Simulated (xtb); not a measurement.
CHF3O3S, charge -1, doublet, at the geometry of the source list (a state made from the parent by changing its charge; the spin is typed, not shown lowest); GFN2-xTB (xtb 6.7.1).

Input for xtb:
```
$ xtb mol.xyz --gfn 2 --chrg -1 --uhf 1 --etemp 3000 --json

# file mol.xyz
9

O      1.28650000    -0.33030000    -0.98130000
S      0.68400000     0.44560000     0.25820000
O      1.16040000    -0.15310000     1.45510000
O      0.77870000     1.83740000     0.04040000
C     -1.09730000    -0.06040000     0.03250000
F     -1.85290000     0.41370000     1.00630000
F     -1.55100000     0.37380000    -1.12970000
F     -1.14950000    -1.38820000     0.04620000
H      1.74110000    -1.13850000    -0.72760000
```

Question: Write the output that xtb gives for this input, abridged.

Answer: 
```
   ID    Z sym.   atoms
    1    8 O      1, 3, 4
    2   16 S      2
    3    6 C      5
    4    9 F      6-8
    5    1 H      9

           -------------------------------------------------
          |                Calculation Setup                |
           -------------------------------------------------

           -------------------------------------------------
          |                 G F N 2 - x T B                 |
           -------------------------------------------------

          ...................................................
          :                      SETUP                      :
          :.................................................:
          :  # basis functions                  39          :
          :  # atomic orbitals                  38          :
          :  # shells                           18          :
          :  # electrons                        51          :
          :  max. iterations                   250          :
          :  Hamiltonian                  GFN2-xTB          :
          :  restarted?                      false          :
          :  GBSA solvation                  false          :
          :  PC potential                    false          :
          :  electronic temp.         3000.0000000     K    :
          :  accuracy                    1.0000000          :
          :  -> integral cutoff          0.2500000E+02      :
          :  -> integral neglect         0.1000000E-07      :
          :  -> SCF convergence          0.1000000E-05 Eh   :
          :  -> wf. convergence          0.1000000E-03 e    :
          :  Broyden damping             0.4000000          :
          :  net charge                         -1          :
          :  unpaired electrons                  1          :
          ...................................................

 iter      E             dE          RMSdq      gap      omega  full diag
   1    -32.3950150 -0.323950E+02  0.797E+00    0.67       0.0  T
   2    -32.4613797 -0.663647E-01  0.573E+00    1.27       1.0  T
   3    -32.4743654 -0.129857E-01  0.309E+00    1.08       1.0  T
   4    -32.4773856 -0.302020E-02  0.885E-01    1.29       1.0  T
   5    -32.4777799 -0.394250E-03  0.512E-01    1.35       1.0  T
   6    -32.4780139 -0.234077E-03  0.114E-01    1.42       1.0  T
   7    -32.4780326 -0.186205E-04  0.330E-02    1.45       1.0  T
   8    -32.4780333 -0.707748E-06  0.834E-03    1.45       4.0  T
   9    -32.4780333 -0.189768E-07  0.525E-03    1.45       6.4  T
  10    -32.4780333 -0.129092E-07  0.925E-04    1.45      36.0  T
  11    -32.4780333 -0.536694E-09  0.394E-04    1.45      84.7  T

   *** convergence criteria satisfied after 11 iterations ***

         :::::::::::::::::::::::::::::::::::::::::::::::::::::
         ::                     SUMMARY                     ::
         :::::::::::::::::::::::::::::::::::::::::::::::::::::
         :: total energy             -32.359322314235 Eh    ::
         :: gradient norm              0.289040134985 Eh/a0 ::
         :: HOMO-LUMO gap              1.451541158808 eV    ::
         ::.................................................::
         :: SCC energy               -32.478029701369 Eh    ::
         :: -> isotropic ES            0.211098908591 Eh    ::
         :: -> anisotropic ES         -0.019163244522 Eh    ::
         :: -> anisotropic XC         -0.025507576893 Eh    ::
         :: -> dispersion             -0.007565816781 Eh    ::
         :: repulsion energy           0.118707387135 Eh    ::
         :: add. restraining           0.000000000000 Eh    ::
         :: total charge              -1.000000000000 e     ::
         :::::::::::::::::::::::::::::::::::::::::::::::::::::

           -------------------------------------------------
          |                Property Printout                |
           -------------------------------------------------

    * Orbital Energies and Occupations

         #    Occupation            Energy/Eh            Energy/eV
      -------------------------------------------------------------
         1        2.0000           -0.7113969             -19.3581
       ...           ...                  ...                  ...
        14        2.0000           -0.3814260             -10.3791
        15        2.0000           -0.3716382             -10.1128
        16        2.0000           -0.3704054             -10.0792
        17        2.0000           -0.3699484             -10.0668
        18        2.0000           -0.3632264              -9.8839
        19        2.0000           -0.3489345              -9.4950
        20        2.0000           -0.3195934              -8.6966
        21        2.0000           -0.3046055              -8.2887
        22        2.0000           -0.2695171              -7.3339
        23        2.0000           -0.2652035              -7.2166
        24        2.0000           -0.2506001              -6.8192
        25        2.0000           -0.2399929              -6.5305
        26        0.9409            0.0425201               1.1570 (HOMO)
        27        0.0549            0.0958632               2.6086 (LUMO)
        28        0.0041            0.1209153               3.2903
        29        0.0001            0.1607302               4.3737
        30                          0.2682662               7.2999
        31                          0.2911369               7.9222
        32                          0.3068122               8.3488
        33                          0.3568085               9.7093
        34                          0.3962593              10.7828
        35                          0.4416864              12.0189
        36                          0.7066892              19.2300
        37                          1.2838051              34.9341
        38                          1.4870143              40.4637
      -------------------------------------------------------------
                  HL-Gap            0.0533432 Eh            1.4515 eV
             Fermi-level           -0.0140950 Eh           -0.3835 eV

     #   Z          covCN         q      C6AA      α(0)
     1   8 O        1.664    -0.595    25.035     6.755
     2  16 S        3.614     1.035   105.637    17.299
     3   8 O        0.860    -0.683    28.238     7.125
     4   8 O        0.860    -0.653    27.445     7.024
     5   6 C        3.316     0.317    20.022     7.131
     6   9 F        0.804    -0.238    11.639     4.030
     7   9 F        0.807    -0.239    11.642     4.031
     8   9 F        0.814    -0.249    11.750     4.049
     9   1 H        0.821     0.304     0.707     1.320

 Mol. C6AA /au·bohr⁶  :       1685.281235
 Mol. C8AA /au·bohr⁸  :      43817.246560
 Mol. α(0) /au        :         58.762432

Wiberg/Mayer (AO) data.
largest (>0.10) Wiberg bond orders for each atom

 ---------------------------------------------------------------------------
     #   Z sym  total        # sym  WBO       # sym  WBO       # sym  WBO
 ---------------------------------------------------------------------------
     1   8 O    1.954 --     2 S    0.925     9 H    0.875
     2  16 S    4.748 --     4 O    1.654     3 O    1.608     1 O    0.925
                             5 C    0.510
     3   8 O    1.840 --     2 S    1.608
     4   8 O    1.879 --     2 S    1.654
     5   6 C    3.488 --     7 F    0.942     6 F    0.941     8 F    0.931
                             2 S    0.510
     6   9 F    1.051 --     5 C    0.941
     7   9 F    1.049 --     5 C    0.942
     8   9 F    1.037 --     5 C    0.931
     9   1 H    0.901 --     1 O    0.875
 ---------------------------------------------------------------------------

Topologies differ in total number of bonds
Writing topology from bond orders to xtbtopo.mol

molecular dipole:
                 x           y           z       tot (Debye)
 q only:       -0.148      -1.217      -0.682
   full:       -0.252      -1.539      -0.864       4.532
molecular quadrupole (traceless):
                xx          xy          yy          xz          yz          zz
 q only:        0.186      -4.826       0.172      -3.192       1.599      -0.357
  q+dip:        2.576      -5.114      -0.839      -3.551       1.618      -1.737
   full:        2.469      -5.362      -0.735      -3.623       1.859      -1.734

           -------------------------------------------------
          | TOTAL ENERGY              -32.359322314235 Eh   |
          | GRADIENT NORM               0.289040134985 Eh/α |
          | HOMO-LUMO GAP               1.451541158808 eV   |
           -------------------------------------------------

normal termination of xtb
```
